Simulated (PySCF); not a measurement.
HS2, SMILES [S]S (connectivity only; charge and spin as stated), charge -1, multiplicity 1.

Geometry optimised at B3LYP-D3(BJ)/def2-TZVPD. The spin state was assumed, not searched. The isomer is the one that the SMILES or the coordinates give; other isomers of the formula were not compared.

All values below come from M06-2X/def2-TZVPD in PySCF.

Question: Estimate the frontier levels, gap, dipole moment and polarisability. (Estimate from the structure and the level; the computed values follow.)

Answer: 
highest occupied level: -0.97 eV
lowest empty level: 3.49 eV
orbital gap: 4.46 eV
dipole moment about the centre of nuclear charge: 2.45 D
mean static polarisability: 67.2 bohr³ (9.95 Å³)
polarisability, principal values: 56.9, 61.1, 83.6 bohr³
